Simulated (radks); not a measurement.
Results of a calculation; reference values are marked as such.
Species: the tungsten ion W18+. Configuration: [Kr] 4d10 4f10.

Level of theory: scalar-relativistic Kohn-Sham, LB94 model potential, spin-polarised, spherical densities, finite nucleus; open shells are filled with parallel spins first (spin-orbit coupling, left out, can overturn this in heavy ions); Fermi nuclear charge, rms radius 5.3658 fm (a radial shooting solver on a logarithmic mesh with Libxc functionals).

Energy parts (eV):
| part | energy |
|---|---|
| kinetic | 481391.17 |
| electron-nucleus | -1053754.09 |
| Hartree | 144803.97 |
(The LB94 potential has no energy functional, so no total or exchange-correlation energy is given.)

Orbitals (lengths in bohr, moments of r in powers of bohr; r(90%) holds 90 % of the orbital's charge):
orbital  occ.  eigenvalue (eV)  r(90%)      <r>
1s up       1        -70168.98  0.0334  0.01832
1s down     1        -70168.98  0.0334  0.01832
2s up       1        -12505.03   0.120  0.07744
2s down     1        -12505.13   0.120  0.07744
2p up       3        -11002.21   0.113  0.06929
2p down     3        -11002.29   0.113  0.06929
3s up       1        -3235.666   0.294   0.2007
3s down     1        -3235.512   0.294   0.2006
3p up       3        -2790.005   0.300   0.2008
3p down     3        -2789.761   0.300   0.2007
3d up       5        -2275.961   0.282   0.1818
3d down     5        -2275.848   0.282   0.1817
4s up       1        -1011.610   0.636   0.4442
4s down     1        -1007.311   0.637   0.4445
4p up       3        -863.5495   0.679   0.4693
4p down     3        -859.4194   0.680   0.4698
4d up       5        -675.5713   0.731   0.4925
4d down     5        -671.6093   0.732   0.4932
4f up       7        -464.9541   0.804   0.5129
4f down     3        -461.3151   0.806   0.5140

The highest occupied level is 4f down at -461.32 eV. The density falls to 0.001 e/bohr^3 at r = 1.59 bohr. The spin density at the nucleus is -3.50 e/bohr^3 (1s 0.02, 2s 1.11, 3s -13.05, 4s 8.42). Spin moment in Bohr magnetons: 4. The electron density at the nucleus is 1.515e+06 e/bohr^3 (large components only). For comparison, the ionisation energy in NIST's Atomic Spectra Database is 462 eV (semi-empirical). In exact Kohn-Sham theory the highest level is minus the ionisation energy, but local and semilocal functionals leave it too shallow, through self-interaction and a potential that decays too fast; potentials with the right tail come closer.
